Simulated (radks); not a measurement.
Species: Ca V. Configuration: [Ne] 3s2 3p4 (the NIST ground configuration).

Method: non-relativistic Kohn-Sham, AM05, spin-polarised, spherical densities, point nucleus; open shells are filled with parallel spins first; computed with a radial shooting solver on a logarithmic mesh with Libxc functionals.

Energy parts (hartree):
| part | energy |
|---|---|
| total | -670.88954 |
| kinetic | 670.01347 |
| electron-nucleus | -1557.82398 |
| Hartree | 249.67807 |
| exchange-correlation | -32.75709 |

Orbitals (lengths in bohr, moments of r in powers of bohr; <r^-3> diverges for s and p1/2):
orbital,occ.,eigenvalue (hartree),<r^-3>
1s up,1,-146.1740,-
1s down,1,-146.1480,-
2s up,1,-17.17320,-
2s down,1,-17.14904,-
2p up,3,-14.41213,183.6
2p down,3,-14.37909,183.6
3s up,1,-3.60534,-
3s down,1,-3.48840,-
3p up,3,-2.88739,23.41
3p down,1,-2.77490,22.96

The highest occupied level is 3p down at -75.509 eV. The spin density at the nucleus is -0.1000 e/bohr^3 (1s -0.5348, 2s 0.0076, 3s 0.4272), a Fermi contact field of -5.24 T. Summed over all electrons, <r^2> = 10.15 bohr^2, which gives a Langevin (diamagnetic) susceptibility term of -8.04 x 10^-6 cm^3/mol. Virial ratio -V/T = 2.00131. The density falls to 0.001 e/bohr^3 at r = 2.65 bohr. The electron density at the nucleus is 5304 e/bohr^3.
